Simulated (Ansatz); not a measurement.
# Ligand exchange: C2H5BrSi + SnH(CH3)3 → C2H6Si + Sn(CH3)3Br

Species: C2H5BrSi `C=C[SiH2]Br`, singlet; SnH(CH3)3, singlet; C2H6Si (vinylsilane) `C=C[SiH3]`, singlet; Sn(CH3)3Br (trimethyltin bromide), singlet. The partners trade Br for H: Si–Br and Sn–H bonds give way to Si–H and Sn–Br.

Shapes, held fixed at every level: PBE0-D4/def2-TZVP. Flexible molecules stand in one conformer, not always the lowest. Programs: Ansatz 0.2.0. The zero-point and thermal change to 298 K, harmonic and unscaled (PBE0-D4/def2-TZVP), is +2.4 kJ/mol.

Q: Estimate ΔH(298 K) of this reaction.

A: The highest level, CCSD(T)/def2-TZVPP, gives ΔH(298 K) = -28.2 kJ/mol; the levels span -38.4 to -28.2. The column of differences is taken from that level and isn't an error. No measured value is set beside it here. For atoms past krypton def2 sets carry core potentials with scalar relativity. Relativity is left out for Br. Outer-core shells of Br, Sn are correlated, in sets that cover them unevenly.

```tsv
level	kind	ΔH(298 K) (kJ/mol)	less CCSD(T)/def2-TZVPP
HF/def2-SVP	Hartree–Fock	-38.4	-10.2
HF/def2-TZVPP	Hartree–Fock	-37.3	-9.1
B3LYP-D4/def2-TZVPP	global hybrid	-33.4	-5.2
PBE0-D4/def2-TZVPP	global hybrid	-28.9	-0.7
r2SCAN0-D4/def2-TZVPP	global hybrid	-29.9	-1.7
wB97X-V/def2-TZVPP	range-separated hybrid	-30.4	-2.2
CCSD/def2-TZVPP	coupled cluster or CI	-28.5	-0.3
CCSD(T)/def2-TZVPP	coupled cluster or CI	-28.2	0.0
```
